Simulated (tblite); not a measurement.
C₆H₁₁NSSi.
Geometry (GFN2-xTB, Å), atoms numbered from 1 in this order:
```
atom  x, y, z in Å
C1     3.175   -0.568    1.192
S2     1.514   -0.943    0.561
Si3    1.445    0.404   -1.121
C4    -0.163    0.072   -2.027
C5    -1.390    0.229   -1.547
C6    -1.722    0.695   -0.168
C7    -2.115   -0.506    0.714
C8    -2.562   -0.064    2.008
N9    -2.925    0.308    3.026
H10    3.336   -1.212    2.050
H11    3.914   -0.780    0.425
H12    3.226    0.473    1.494
H13    2.590    0.086   -1.972
H14    1.572    1.764   -0.594
H15   -0.060   -0.286   -3.043
H16   -2.249   -0.018   -2.163
H17   -2.557    1.400   -0.207
H18   -0.863    1.196    0.281
H19   -2.921   -1.076    0.244
H20   -1.249   -1.161    0.843
```

Method: GFN2-xTB as coded in tblite; computed harmonic values from a numerical Hessian at the method's own geometry, unscaled. Against measured fundamentals such values can be off by several per cent, at times by over 20. Modes of hydrogen on silicon can be 10 to 20 % off. One conformer, not necessarily the lowest.

Harmonic wavenumbers (cm⁻¹): 32.8, 42.0, 50.0, 84.6, 88.2, 118.7, 146.3, 181.0, 208.7, 259.6, 387.4, 393.0, 460.4, 502.3, 516.6, 547.1, 574.4, 678.7, 729.2, 748.3, 766.7, 796.7, 801.3, 939.0, 949.3, 959.8, 988.9, 991.7, 1039.0, 1062.2, 1115.3, 1229.8, 1233.2, 1248.9, 1314.9, 1325.0, 1348.2, 1423.1, 1453.5, 1459.5, 1468.9, 1679.9, 2241.4, 2272.6, 2412.3, 2955.6, 2964.0, 2973.2, 2993.5, 3018.8, 3028.7, 3032.8, 3046.1, 3061.0.

A = 1458, B = 695.3, C = 507.4 MHz; mass 157.038 u (most abundant isotopes); point group C1, symmetry number 1.

Question: What is the zero-point energy?

Answer: Half the sum of the wavenumbers: 33172 cm⁻¹ = 94.84 kcal/mol.

Question: Give the ideal-gas entropy at 400 K and 1 bar in the rigid-rotor, harmonic-oscillator model (classical rotation).

Answer: Translation 42.55, rotation 31.69, vibration 54.87: S = 129.1 cal/(mol K).

Question: And Cp and H(400 K) − H(0)?

Answer: Cp = 54.95 cal/(mol K), of which vibrations give 47.00 (their classical limit is 54 R = 107.3); H(400 K) − H(0) = 13.55 kcal/mol without the zero-point energy, 10.37 from vibrations.

Question: Which modes carry the vibrational entropy at 400 K?

Answer: 32.8 cm⁻¹: 6.24; 42.0 cm⁻¹: 5.74; 50.0 cm⁻¹: 5.40; 84.6 cm⁻¹: 4.36; 88.2 cm⁻¹: 4.28; 118.7 cm⁻¹: 3.69 cal/(mol K); the other 48 give 25.16 together.

Question: What must be added to the electronic energy to get the Gibbs energy at 400 K and 1 bar?

Answer: ZPE + [H(400 K) − H(0)] − T·S = 94.84 + 13.55 − 51.64 = 56.75 kcal/mol.

Question: Blend soft modes into free rotors: weight 1/[1 + (100 cm⁻¹/ν̃)⁴] for the oscillator and the rest for a rotor with moment μB/(μ + B), μ = h/(8π²ν), B = 10⁻⁴⁴ kg m². What vibrational entropy results?

Answer: 48.08 cal/(mol K) in place of 54.87, which changes −T·S at 400 K by +2.72 kcal/mol.

Question: How do the functions run with temperature in this model?

Answer: 
```
 T (K)  S (cal/(mol K))  Cp (cal/(mol K))  H − H(0) (kcal/mol)  G − H(0) (kcal/mol)  ln q(vib)
    50             64.8              17.6                 0.62                -2.62       1.35
   100             79.1              23.9                 1.67                -6.24       3.61
298.15            114.5              44.9                 8.45               -25.68      11.16
373.15            125.4              52.4                12.11               -34.68      13.69
   500            142.3              63.3                19.47               -51.68      17.76
   750            171.0              78.3                37.31               -90.95      25.15
  1000            195.0              88.3                58.22              -136.79      31.81
```

q(vib) and H(0) count from the zero-point level.

Hindered rotation and anharmonicity are outside this model. Other conformers, if any are populated, would add a mixing term that is left out. The structure is chiral; the term R ln 2 for an equal mix with its mirror image is left out.

The run took 2.8 s on one thread of an Intel Xeon at 2.50 GHz, shared host with 64 logical CPUs at a one-minute load of 63. The figure is for the frequency step alone.
